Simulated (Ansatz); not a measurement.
A nudged elastic band was laid between two geometries of FGeH₄N (7 atoms, charge 0, multiplicity 1).

Theory: RKS PBE/def2-SVPD in Ansatz.

```json
{
 "movable images": "5",
 "climbing image": "yes",
 "spring": "5.0 eV/Å²",
 "optimiser": "quadratic models (default)",
 "start path": "IDPP",
 "force threshold": "0.05 eV/Å",
 "iteration limit": "60",
 "end points": "relaxed"
}
```

Image 0:

```xyz
7
Properties=species:S:1:pos:R:3
N -0.806 0.432 -0.711
Ge 0.583 -0.033 0.386
F 0.476 -1.742 0.931
H -0.847 -0.021 -1.626
H -1.738 0.461 -0.293
H 0.495 0.796 1.682
H 1.898 0.039 -0.415
```

Image 6:

```xyz
7
Properties=species:S:1:pos:R:3
N -0.806 0.431 -0.711
Ge 0.584 -0.032 0.386
F 0.475 -1.741 0.930
H -1.739 0.458 -0.293
H -0.847 -0.022 -1.626
H 0.495 0.797 1.682
H 1.898 0.040 -0.415
```

(1) Which bonds break or form, and what moves?

(2) Give the energies along the band, and the barrier.

(3) What is the geometry of the highest image?

Results:

(1) No bond is made or broken. The dihedral H5–N1–Ge2–F3 goes from 67 to -67°. The two ends are copies of one structure, up to a mirror image or an exchange of like atoms.

(2) The forces met the threshold. The highest image is number 3 of 0 to 6, 0.222 eV above the ends, which have the same energy within 2 meV. A vibrational analysis at the climbing image gives 2 clearly imaginary modes (359i, 274i cm⁻¹): a point of higher order, so a lower path passes nearby.

| image | path coordinate (Å) | energy (eV) | dihedral H5–N1–Ge2–F3 (°) |
| --- | --- | --- | --- |
| 0 | 0.00 | 0.000 | 67 |
| 1 | 0.60 | 0.054 | 97 |
| 2 | 1.21 | 0.152 | 128 |
| 3 | 1.81 | 0.222 | 180 |
| 4 | 2.42 | 0.154 | -129 |
| 5 | 3.04 | 0.056 | -98 |
| 6 | 3.65 | 0.000 | -67 |

(3) 
```xyz
7
Properties=species:S:1:pos:R:3
N -0.918 0.201 -0.605
Ge 0.602 0.002 0.380
F 0.746 -1.769 0.500
H -1.420 -0.615 -0.945
H -1.320 1.093 -0.878
H 0.481 0.528 1.834
H 1.890 0.492 -0.333
```

Time of the run: 50 s on 2 threads of AMD EPYC 7B13 (Zen 3), with other jobs on the host, peak memory 0.17 GiB.
